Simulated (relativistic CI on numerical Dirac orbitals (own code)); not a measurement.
Crystal-field levels of Pt3+, 5d7

Calculated by Dirac-Coulomb-Breit CI, orbitals from a KLI potential per configuration, model QED (radiative potential, 1s self-energy scaled to tabulated hydrogen-like ionisation energies), one configuration in a parametric crystal field, unscaled Slater integrals (own radial code). With so little scaling, terms lie 10 to 35 % too far apart, which can change the order of excited levels.

Field parameters in Wybourne normalisation: Oh B⁴₀ = 21Dq, B⁴₄ = √(5/14) B⁴₀. The field is a parameter set, without covalency.

S is read from ⟨S²⟩ = S(S + 1).

Levels (cm⁻¹, degeneracy): 0 (2), 993 (4), 3286 (4), 9511 (2), 10930 (4), 12752 (2), 13206 (4), 14422 (2), 17383 (4), 18294 (4), 20636 (4), 21693 (2).

Which field gives this pattern?
A. Oh, 10Dq = 18250 cm⁻¹
B. Oh, 10Dq = 29450 cm⁻¹
C. Oh, 10Dq = 7000 cm⁻¹
D. Oh, 10Dq = 40650 cm⁻¹

C. Oh, 10Dq = 7000 cm⁻¹, ground level with S = 1.44.
